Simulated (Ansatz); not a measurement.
Basis-set series for CH$_{3}$ClInN. Total charge 0; spin multiplicity 1. In: def2 effective core potential. The bonds changed during the relaxation, so this is another structure than the one it started from. The structure was optimised at the PBE0-D4/def2-TZVP level.

```xyz
7

Cl    1.863    1.703   -1.774
In    0.695    2.405    0.297
C    -0.760   -0.959    0.582
N    -0.050   -0.081    0.025
H    -0.876   -1.977    0.200
H    -1.296   -0.708    1.498
H     0.424   -0.382   -0.828
```

| functional | basis | functions | energy (Eh) | HOMO (eV) | LUMO (eV) |
| --- | --- | --- | --- | --- | --- |
| PBE0-D4 | def2-TZVPP | 196 | -744.85281 | -6.41 | -1.75 |
| PBE0-D4 | def2-QZVPP | 356 | -744.87291 | -6.45 | -1.79 |
| ωB97M-V | def2-TZVPP | 196 | -744.99906 | -8.42 | 0.07 |
| ωB97M-V | def2-QZVPP | 356 | -745.01859 | -8.47 | 0.00 |

Q: Give the rows for def2-SVP. (An estimate is asked.)

A: Computed: 
```csv
functional,basis,functions,energy (Eh),HOMO (eV),LUMO (eV)
PBE0-D4,def2-SVP,87,-744.58103,-6.22,-1.61
ωB97M-V,def2-SVP,87,-744.72297,-8.19,0.29
```

Positive LUMOs are unbound and depend on the basis.
